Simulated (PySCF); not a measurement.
## InBr⁺: from constants to spectrum

r²SCANh constants of InBr⁺, ²Σ⁺ (doublet), unpaired electrons σ ↑ (In def2-TZVPPD with ECP28, Br def2-TZVPPD; scalar-relativistic core potentials (PySCF 2.14); masses 114.9039 and 78.9183 u):

| Quantity | Value |
| --- | --- |
| ωe | 234.5 cm⁻¹ |
| ωexe | 1.61 cm⁻¹ |
| Be | 0.060684 cm⁻¹ |
| αe | 0.000348 cm⁻¹ |
| D (centrifugal) | 1.63e-08 cm⁻¹ |
| De to In⁺ + Br | 0.74 eV |

Question: Give the vibrational terms G(v) and spacings up to v = 6.

Answer: G(v) = ωe(v+½) − ωexe(v+½)².

```json
{"v": "0", "G(v) (cm⁻¹)": "116.8", "G(v) − G(v−1)": "", "Bv (cm⁻¹)": "0.06051"}
{"v": "1", "G(v) (cm⁻¹)": "348.1", "G(v) − G(v−1)": "231.3", "Bv (cm⁻¹)": "0.06016"}
{"v": "2", "G(v) (cm⁻¹)": "576.2", "G(v) − G(v−1)": "228.1", "Bv (cm⁻¹)": "0.05981"}
{"v": "3", "G(v) (cm⁻¹)": "801.0", "G(v) − G(v−1)": "224.8", "Bv (cm⁻¹)": "0.05947"}
{"v": "4", "G(v) (cm⁻¹)": "1022.6", "G(v) − G(v−1)": "221.6", "Bv (cm⁻¹)": "0.05912"}
{"v": "5", "G(v) (cm⁻¹)": "1241.0", "G(v) − G(v−1)": "218.4", "Bv (cm⁻¹)": "0.05877"}
{"v": "6", "G(v) (cm⁻¹)": "1456.2", "G(v) − G(v−1)": "215.2", "Bv (cm⁻¹)": "0.05842"}
```

Question: How well does the Morse estimate ωe²/(4ωexe) reproduce De, and what is D0?

Answer: It gives 1.06 eV, 143 % of the computed De. D0 = De − G(0) = 0.74 − 0.01 = 0.73 eV.

These are scalar-relativistic numbers at best; spin–orbit coupling would shift them, the dissociation energy most. For an ion De counts to the pair picked by the measured ionisation energies or electron affinities, which need not be the lowest pair at this level. The state is the lowest determinant that a PBE0 search found; another state may lie lower at other levels.
